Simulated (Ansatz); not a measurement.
CH5ClGeOS, SMILES `O[CH](Cl)[GeH2][SH]`, one more setting.

```yaml
crystal:
  periodic: [false, false, false]
  atoms:
    - {symbol: O, position_ang: [1.262269, 0.839900, 0.562572]}
    - {symbol: C, position_ang: [0.118304, 0.307540, 0.935471]}
    - {symbol: Cl, position_ang: [0.328675, -0.875582, 2.435631]}
    - {symbol: Ge, position_ang: [-0.613581, -0.894078, -0.632798]}
    - {symbol: S, position_ang: [-0.880648, 0.616411, -2.182169]}
    - {symbol: H, position_ang: [1.716853, 1.508061, 1.076413]}
    - {symbol: H, position_ang: [-0.635494, 0.875471, 1.147725]}
    - {symbol: H, position_ang: [-2.001150, -1.361866, -0.252345]}
    - {symbol: H, position_ang: [0.458855, -2.003331, -0.788547]}
    - {symbol: H, position_ang: [0.455487, 0.967717, -2.263200]}
basis:
  gaussian: {orbitals: 6-31G}
hamiltonian: {xc: {name: r2SCAN50}, pseudopotentials: {relativity: scalar}}
output: {forces: true}
```

```sh
$ ansatz run in.yaml --threads 4 --pin off --events-out ev --progress --plain --max-ram 10444MiB
```

It prints (some lines left out):

```
Functional definition: r2SCAN50
896 factors; integrals over basis functions are off by at most 4.2e-4 eV
mean field evaluation 1: about -83555.2181 eV, gradient 3.0e1 eV
mean field evaluation 2: about -83555.7841 eV, gradient 2.7e1 eV
mean field evaluation 4: about -83557.0503 eV, gradient 8.8e-1 eV
mean field evaluation 8: about -83557.1185 eV, gradient 8.8e-2 eV
mean field evaluation 16: about -83557.1185 eV, gradient 5.7e-5 eV
mean field -83557.11851047 eV, -3070.6674682107 hartree, gradient 5.7e-5 eV, S^2 0.000000; 0 other end points of the search recorded, 0 dependent functions left out
reference -83557.11851678 eV, -3070.6674684427 hartree; 42, 42 occupied and 41, 41 virtual orbitals, 896 factors
Total energy: -83557.11851678 eV, -3070.6674684427 hartree
Relativity: scalar
Atom 0 at     1.262269     0.839900     0.562572 Å, force     2.142505     0.762712    -1.264846 eV/Å
Atom 1 at     0.118304     0.307540     0.935471 Å, force     1.536512    -6.122941    -2.253910 eV/Å
Atom 2 at     0.328675    -0.875582     2.435631 Å, force    -0.111704     0.380398    -0.198449 eV/Å
Atom 3 at    -0.613581    -0.894078    -0.632798 Å, force     1.370754    -0.019038     2.715632 eV/Å
Atom 4 at    -0.880648     0.616411    -2.182169 Å, force     0.556179     0.736714    -1.088957 eV/Å
Atom 5 at     1.716853     1.508061     1.076413 Å, force    -0.332575     0.086994     0.430232 eV/Å
Atom 6 at    -0.635494     0.875471     1.147725 Å, force    -4.138574     3.848704     2.017055 eV/Å
Atom 7 at    -2.001150    -1.361866    -0.252345 Å, force     0.066761    -0.086377    -0.077975 eV/Å
Atom 8 at     0.458855    -2.003331    -0.788547 Å, force    -0.530273     0.449421    -0.243402 eV/Å
Atom 9 at     0.455487     0.967717    -2.263200 Å, force    -0.559585    -0.036586    -0.035380 eV/Å
Dipole moment:     0.160558     0.306450    -0.024942 e Å
```

Hardware: 4 threads of an Arm Neoverse V2 on a shared host. Wall time 2.9 s, peak host memory 0.22 GiB.
